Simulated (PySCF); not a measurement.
An unknown is described by computed data only.

Formula: C3H10F2Si2.

* UV, first state: lowest singlet excitation: 7.28 eV (170 nm, f = 0.003) [TDDFT PBE0/def2-SVPD]
* UV, strongest line: among the 8 lowest singlet transitions: S7 at 8.34 eV (149 nm, f = 0.055) [TDDFT PBE0/def2-SVPD]
* Dipole: 2.85 D [PBE0/def2-SVPD]
* 13C NMR: chemical shifts (computed TMS as zero) by class: 87.7 (1 C), 20.1 (1 C), -6.1 (1 C) ppm [GIAO PBE0/pcSseg-1]
* Rotational structure: rotational constants A, B, C: 2.620, 0.936, 0.829 GHz [GFN2-xTB]
* NMR, other nuclei: isotropic shieldings of nuclei other than C and H, by class: 377 (1 F), 415 (1 F), 343 (1 Si), 392 (1 Si) ppm [GIAO PBE0/pcSseg-1]

Gas-phase values; electronic properties from PySCF, density fitting. Levels stand in brackets. Isolated species at its GFN2-xTB geometry (one conformer only). NMR values are class means; diastereotopic atoms form classes of their own.

Question: What is the compound? Reason from the data.

Answer: Numbering: `[CH3:1][C@@H:2]([F:3])[SiH2:4][CH2:5][SiH2:6][F:7]`. Its formula, C3H10F2Si2, gives 0 degrees of unsaturation, so no ring and no π bond. 3 carbons fall into 3 classes; from least to most shielded: sp3 C–F carbon [C2] (87.7 ppm), methyl carbon [C1] (20.1 ppm), sp3 carbon bound to silicon [C5] (-6.1 ppm). The other shieldings belong to: 377 ppm, silicon-bound fluorine [F7]; 415 ppm, alkyl fluorine [F3]; 343 ppm, fluorine-bound silicon [Si6]; 392 ppm, SiH2 silicon [Si4]. The optimised geometry has point group C1 and is an asymmetric top. Structure: `C[C@@H](F)[SiH2]C[SiH2]F`. Computed isomers that give other values at the same levels: `FCC[C@H](F)[SiH2][SiH3]` (13C chemical shifts (computed TMS as zero) by class: 86.3 (1 C), 81.9 (1 C), 42.0 (1 C) ppm). The assignments are read from this structure; whether some other isomer fits the data as well wasn't checked. The mirror image fits equally.

Conformer computed: `[CH3:1][C@@H:2]([F:3])[SiH2:4][CH2:5][SiH2:6][F:7]`: C1–C2–Si4–C5 -56°, C2–Si4–C5–Si6 -51°, Si4–C5–Si6–F7 -171°.
